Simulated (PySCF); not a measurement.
## Frontier orbitals and the lowest excitations

Compound: C5H7F2NSi.
Numbering: `[F:1][CH:2]([F:3])[SiH2:4][n:5]1[cH:6][cH:7][cH:8][cH:9]1` (hydrogens: H10 on C2; H11, H12 on Si4; H13 on C6; H14 on C7; H15 on C8; H16 on C9)

Cartesian coordinates in Å at the GFN2-xTB level; atoms count from 1:
```
atom  x, y, z in Å
F1    -2.5668   -0.5661    1.4675
C2    -2.4373    0.3758    0.4913
F3    -3.6907    0.5658   -0.0083
Si4   -1.2670   -0.2431   -0.9205
N5     0.3550   -0.0832   -0.3141
C6     0.7780   -0.0599    0.9974
C7     2.1349   -0.0288    1.0328
C8     2.5876   -0.0367   -0.3112
C9     1.4839   -0.0744   -1.1004
H10   -2.1514    1.3136    0.9893
H11   -1.6096   -1.6384   -1.1915
H12   -1.4453    0.6682   -2.0480
H13    0.0677   -0.0742    1.7996
H14    2.7522   -0.0007    1.9089
H15    3.6089   -0.0160   -0.6366
H16    1.3920   -0.0932   -2.1676
```

The calculation used TDDFT PBE0/def2-SVPD, vertical, gas phase, core orbitals frozen in the response (PySCF 2.14.0, density-fitted response routines).

Frontier orbitals with the atoms that hold most of them (Löwdin shares over 4%, at most four atoms; ? is withheld):

```json
{"orbital": "HOMO-3", "ε (eV)": "-10.49", "atoms": "Si4 33%, H12 21%, H11 19%, N5 6%"}
{"orbital": "HOMO-2", "ε (eV)": "-9.03", "atoms": "C2 27%, F1 19%, F3 18%, Si4 17%"}
{"orbital": "HOMO-1", "ε (eV)": "-7.44", "atoms": "?"}
{"orbital": "HOMO", "ε (eV)": "?", "atoms": "C6 27%, C9 27%, C7 15%, C8 14%"}
{"orbital": "LUMO", "ε (eV)": "-0.06", "atoms": "?"}
{"orbital": "LUMO+1", "ε (eV)": "0.22", "atoms": "C9 15%, C6 14%, Si4 13%, N5 13%"}
{"orbital": "LUMO+2", "ε (eV)": "0.39", "atoms": "Si4 39%, H12 14%, H11 11%, C2 6%"}
```

(1) Which atoms hold the LUMO, and with what shares?

(2) Give the leading atoms of the HOMO-1.

(3) What is the HOMO energy, and the HOMO–LUMO gap?

## Answers

(1) Si4 (bonded to C, N and 2 H) 33%; C2 (bonded to 2 F, Si and H) 12%; H12 (bonded to Si) 11%; H11 (bonded to Si) 11%. By element: silicon 33%, hydrogen 22% or more, carbon 12% or more.

(2) N5 (bonded to 2 C and Si) 27%; C8 (bonded to 2 C and H) 24%; C7 (bonded to 2 C and H) 24%; C6 (bonded to C, N and H) 6%. By element: carbon 54% or more, nitrogen 27%.

(3) ε(HOMO) = -6.55 eV; the gap is 6.49 eV (0.2384 hartree).

Problem. How does S1 compare with the orbital gap of 6.49 eV?

Solution. S1 is at 5.44 eV (f = 0.0027), 1.04 eV below the gap, made of HOMO→LUMO (97%). 

Problem. Give energy, strength and leading configuration of S1, S3 and S4, and follow the Löwdin shares of the leading atoms from the occupied to the empty orbital.

Solution. 
- S1 (5.44 eV, f 0.0027), HOMO→LUMO (97%): C6 27% → at most 11%, C9 27% → at most 11%, Si4 at most 15% → 33%, C2 at most 15% → 12%
- S3 (6.04 eV, f 0.049), HOMO→LUMO+1 (89%): C6 27% → 14%, C9 27% → 15%
- S4 (6.28 eV, f 0.012), HOMO-1→LUMO (94%): N5 27% → at most 11%, C8 24% → at most 11%, Si4 at most 7% → 33%, C2 at most 7% → 12%

Löwdin shares depend on the basis, the more so with diffuse functions.

Hardware: one thread, Arm Neoverse V1 (aarch64), on a shared host. Cost: 75 s of wall time (grids of density and orbitals included), 0.98 GiB resident at most.

One conformer stands for the species.
